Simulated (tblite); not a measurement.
Record of a relaxation.

Compound: C4H9BF3N.
Bonds: C1–B2, B2–C3, B2–N4, N4–C5, C5–C6, C6–F7, C6–F8, C6–F9. Hydrogens: H10, H11, H12 on C1; H13, H14, H15 on C3; H16 on N4; H17, H18 on C5.

Computed with GFN2-xTB (tblite), gas phase: L-BFGS steps from a force-field or distance-geometry start until the largest atomic force falls under 0.01 eV/Å. 7 of its 165 geometries are shown.

Step 0: E = -857.0480 eV, largest atomic force 1.802 eV/Å
```
atom  x, y, z in Å  |  force x, y, z in eV/Å
C1     -1.331    1.386   -0.965   -0.737  -0.038   0.044
B2     -1.085    0.165    0.007    0.496  -0.217   0.778
C3     -2.231   -0.893    0.297    0.173   0.208   0.048
N4      0.254    0.026    0.749   -0.717   0.848  -0.407
C5      1.350   -0.227   -0.178   -0.439   0.326  -0.491
C6      2.627   -0.572    0.570    0.241  -0.122   0.356
F7      2.426   -1.683    1.361    0.772   1.402  -0.828
F8      3.650   -0.837   -0.326   -0.950   0.233   1.376
F9      3.020    0.489    1.372   -0.143  -1.539  -0.847
H10    -2.383    1.354   -1.349    0.992   0.250   0.154
H11    -1.192    2.338   -0.415    0.004  -0.449  -0.564
H12    -0.639    1.340   -1.818   -0.310   0.291   0.287
H13    -2.530   -1.384   -0.648   -0.017   0.200   0.586
H14    -3.118   -0.366    0.712    0.529  -0.492  -0.358
H15    -1.895   -1.649    1.017   -0.314   0.161  -0.298
H16     0.427    0.925    1.264   -0.013  -1.116  -0.545
H17     1.538    0.681   -0.808    0.287  -0.553   0.091
H18     1.104   -1.087   -0.855    0.145   0.609   0.618
```

Step 27: E = -857.4114 eV, largest atomic force 0.039 eV/Å
```
atom  x, y, z in Å  |  force x, y, z in eV/Å
C1     -1.382    1.412   -0.965   -0.005  -0.014   0.004
B2     -1.100    0.206    0.025   -0.007  -0.019  -0.033
C3     -2.199   -0.875    0.339   -0.002  -0.004   0.010
N4      0.235    0.027    0.631   -0.012   0.014  -0.011
C5      1.355   -0.219   -0.240    0.003   0.017   0.008
C6      2.587   -0.566    0.584    0.021   0.003  -0.011
F7      2.421   -1.635    1.367   -0.010   0.001  -0.019
F8      3.645   -0.824   -0.205    0.031  -0.023  -0.006
F9      2.959    0.445    1.388   -0.028   0.013   0.005
H10    -2.393    1.420   -1.360    0.010   0.000  -0.007
H11    -1.212    2.372   -0.478    0.011  -0.026   0.010
H12    -0.695    1.384   -1.811   -0.022   0.005   0.002
H13    -2.492   -1.368   -0.588   -0.024   0.002   0.016
H14    -3.109   -0.437    0.742   -0.001   0.028  -0.021
H15    -1.859   -1.640    1.029    0.001  -0.004   0.015
H16     0.456    0.760    1.296    0.009  -0.019   0.010
H17     1.644    0.626   -0.893    0.017   0.009   0.011
H18     1.129   -1.083   -0.873    0.008   0.019   0.017
```

Step 55: E = -858.2482 eV, largest atomic force 0.260 eV/Å
```
atom  x, y, z in Å  |  force x, y, z in eV/Å
C1     -1.401    1.333   -1.124    0.006  -0.080   0.013
B2     -1.060    0.177   -0.095   -0.094   0.041  -0.171
C3     -2.235   -0.611    0.610   -0.132   0.053   0.032
N4      0.208   -0.299    0.201    0.142  -0.040   0.114
C5      1.518   -0.024   -0.322    0.026  -0.143  -0.069
C6      2.618   -0.453    0.652   -0.219   0.013  -0.046
F7      2.301   -1.619    1.238    0.176  -0.061   0.026
F8      3.783   -0.636    0.013    0.022  -0.011   0.040
F9      2.854    0.413    1.639   -0.035   0.110   0.057
H10    -2.445    1.279   -1.406   -0.178   0.031  -0.031
H11    -1.253    2.312   -0.685    0.091   0.173   0.097
H12    -0.833    1.309   -2.046    0.232  -0.053  -0.041
H13    -2.632   -1.338   -0.094   -0.123  -0.049  -0.070
H14    -3.060    0.041    0.886   -0.042  -0.072   0.069
H15    -1.923   -1.173    1.486   -0.032   0.059   0.082
H16     0.210   -1.105    0.804    0.119  -0.170   0.157
H17     1.635    1.035   -0.550    0.020   0.047  -0.082
H18     1.706   -0.635   -1.218    0.020   0.152  -0.178
```

Step 82: E = -858.3514 eV, largest atomic force 0.078 eV/Å
```
atom  x, y, z in Å  |  force x, y, z in eV/Å
C1     -1.238    1.272   -1.096    0.018  -0.005   0.008
B2     -1.089    0.073   -0.066   -0.019  -0.033  -0.012
C3     -2.339   -0.609    0.631   -0.010  -0.022  -0.006
N4      0.172   -0.434    0.236    0.011   0.006  -0.018
C5      1.434   -0.042   -0.342   -0.037   0.027  -0.012
C6      2.593   -0.383    0.586   -0.030   0.025  -0.065
F7      2.465   -1.611    1.115    0.056   0.019   0.038
F8      3.764   -0.370   -0.067    0.031   0.044   0.040
F9      2.709    0.470    1.612    0.001  -0.060  -0.001
H10    -2.240    1.349   -1.505   -0.037   0.004   0.030
H11    -1.024    2.220   -0.603   -0.006  -0.002   0.000
H12    -0.552    1.194   -1.937    0.005  -0.010  -0.009
H13    -2.805   -1.324   -0.044   -0.004   0.014  -0.077
H14    -3.114    0.104    0.896   -0.001   0.038   0.022
H15    -2.075   -1.167    1.526    0.018   0.030   0.057
H16     0.253   -1.222    0.866    0.001   0.014  -0.061
H17     1.448    1.038   -0.523    0.021  -0.033   0.027
H18     1.631   -0.551   -1.298   -0.018  -0.055   0.039
```

Step 109: E = -858.3904 eV, largest atomic force 0.035 eV/Å
```
atom  x, y, z in Å  |  force x, y, z in eV/Å
C1     -1.196    1.299   -1.043   -0.004   0.007  -0.016
B2     -1.063    0.044   -0.081    0.004   0.015   0.015
C3     -2.328   -0.549    0.667    0.007   0.002   0.008
N4      0.170   -0.576    0.114   -0.019  -0.003  -0.004
C5      1.445   -0.212   -0.448   -0.024  -0.003   0.005
C6      2.540   -0.299    0.609   -0.010  -0.002   0.001
F7      2.733   -1.567    1.013    0.013   0.018   0.027
F8      3.719    0.143    0.148    0.017  -0.018  -0.017
F9      2.264    0.412    1.708   -0.013   0.015   0.006
H10    -2.228    1.480   -1.328   -0.015   0.015  -0.003
H11    -0.847    2.206   -0.550    0.021  -0.016   0.007
H12    -0.621    1.193   -1.960    0.007   0.007  -0.008
H13    -2.884   -1.209    0.003    0.002  -0.009  -0.002
H14    -3.023    0.229    0.973    0.011   0.001   0.005
H15    -2.069   -1.127    1.551   -0.005  -0.023  -0.003
H16     0.225   -1.399    0.699    0.015  -0.007  -0.022
H17     1.408    0.814   -0.817    0.003   0.015   0.003
H18     1.750   -0.877   -1.269   -0.010  -0.014  -0.001
```

Step 137: E = -858.4161 eV, largest atomic force 0.054 eV/Å
```
atom  x, y, z in Å  |  force x, y, z in eV/Å
C1     -1.097    1.347   -0.909   -0.009   0.020  -0.028
B2     -1.033   -0.011   -0.092    0.005   0.008  -0.021
C3     -2.299   -0.596    0.655   -0.018  -0.014  -0.014
N4      0.155   -0.738   -0.043    0.011  -0.001  -0.008
C5      1.445   -0.362   -0.549    0.009  -0.008  -0.018
C6      2.411   -0.134    0.614    0.007   0.006  -0.011
F7      2.564   -1.243    1.358    0.020   0.046  -0.021
F8      3.636    0.225    0.199   -0.014  -0.027   0.005
F9      1.985    0.828    1.441    0.030  -0.007   0.008
H10    -2.104    1.749   -0.968   -0.016   0.006   0.013
H11    -0.476    2.114   -0.449    0.006   0.002  -0.007
H12    -0.745    1.219   -1.932    0.012   0.025   0.005
H13    -2.994   -1.040   -0.057    0.006  -0.001   0.017
H14    -2.851    0.186    1.171   -0.011  -0.011   0.022
H15    -2.044   -1.363    1.384   -0.039  -0.006  -0.010
H16     0.186   -1.610    0.468   -0.004  -0.010   0.020
H17     1.374    0.574   -1.108   -0.017  -0.035   0.016
H18     1.879   -1.138   -1.194    0.023   0.008   0.031
```

Step 164: E = -858.4261 eV, largest atomic force 0.009 eV/Å
```
atom  x, y, z in Å  |  force x, y, z in eV/Å
C1     -1.045    1.363   -0.827    0.004  -0.003   0.003
B2     -1.027   -0.036   -0.077   -0.003  -0.004   0.002
C3     -2.330   -0.630    0.598   -0.003  -0.001   0.008
N4      0.146   -0.790   -0.024    0.004   0.001   0.000
C5      1.440   -0.443   -0.542    0.005  -0.002  -0.006
C6      2.395   -0.039    0.582    0.003  -0.002   0.000
F7      2.542   -1.016    1.491    0.001   0.007  -0.002
F8      3.624    0.240    0.118   -0.003  -0.004   0.000
F9      1.979    1.045    1.246   -0.001   0.000   0.006
H10    -2.018    1.844   -0.780   -0.001  -0.003  -0.007
H11    -0.326    2.054   -0.390   -0.002   0.005   0.003
H12    -0.788    1.263   -1.880    0.002  -0.002  -0.005
H13    -3.066   -0.893   -0.160   -0.002   0.006   0.000
H14    -2.810    0.101    1.245    0.001  -0.001   0.004
H15    -2.143   -1.523    1.192   -0.001   0.000  -0.005
H16     0.157   -1.661    0.489   -0.003   0.001  -0.002
H17     1.354    0.408   -1.220    0.000   0.004  -0.002
H18     1.908   -1.282   -1.071    0.000   0.000   0.001
```

Q: Summarise the path.

A: The energy falls by 1.3781 eV from step 0 to step 164; nine tenths of that is first reached at step 61. It rises by more than 0.2 meV at steps 37 and 145. The largest force goes from 1.802 to 0.009 eV/Å. Among the bonds B2–N4 changes most, from 1.536 to 1.395 Å; the atoms move by 0.963 Å rms after alignment.

Q: Follow the three bonds and two angles with the largest change from start to end.

A: 
```tsv
step	E above end (eV)	largest force (eV/Å)	B2–N4 (Å)	C6–F9 (Å)	C6–F8 (Å)	B2–N4–C5 (°)	B2–N4–H16 (°)
0	1.3781	1.802	1.536	1.386	1.386	111.3	107.7
7	1.0339	0.135	1.481	1.344	1.348	114.8	111.1
14	1.0231	0.081	1.481	1.343	1.347	116.2	112.6
21	1.0172	0.059	1.481	1.344	1.346	117.9	112.6
29	1.0138	0.085	1.477	1.344	1.345	118.7	112.3
36	0.9914	0.563	1.456	1.341	1.337	122.5	116.0
43	0.7156	1.740	1.412	1.354	1.341	138.3	114.0
50	0.2715	0.306	1.398	1.339	1.341	136.3	112.5
57	0.1612	0.214	1.396	1.338	1.343	133.0	114.7
64	0.1221	0.153	1.396	1.339	1.342	130.8	116.6
71	0.0932	0.151	1.394	1.339	1.342	128.6	119.1
78	0.0796	0.077	1.392	1.339	1.341	127.6	119.2
86	0.0702	0.067	1.393	1.339	1.341	127.1	119.7
93	0.0530	0.134	1.392	1.341	1.342	127.3	119.1
100	0.0389	0.088	1.395	1.340	1.343	128.1	119.7
107	0.0361	0.034	1.394	1.338	1.340	128.0	119.5
114	0.0337	0.069	1.393	1.338	1.342	128.0	119.9
121	0.0280	0.084	1.394	1.339	1.343	128.6	119.3
128	0.0213	0.116	1.395	1.338	1.343	128.9	118.0
135	0.0115	0.083	1.394	1.339	1.341	128.1	119.6
143	0.0057	0.068	1.395	1.338	1.342	128.2	119.4
150	0.0024	0.068	1.394	1.338	1.343	128.0	119.6
157	0.0005	0.029	1.395	1.338	1.343	127.8	119.6
164	0.0000	0.009	1.395	1.338	1.343	127.8	119.6
```

The cost below is that of the whole relaxation. On one thread of an Arm Neoverse N1, shared host with 64 logical CPUs at a one-minute load of 60, this took 1.7 s of wall time.
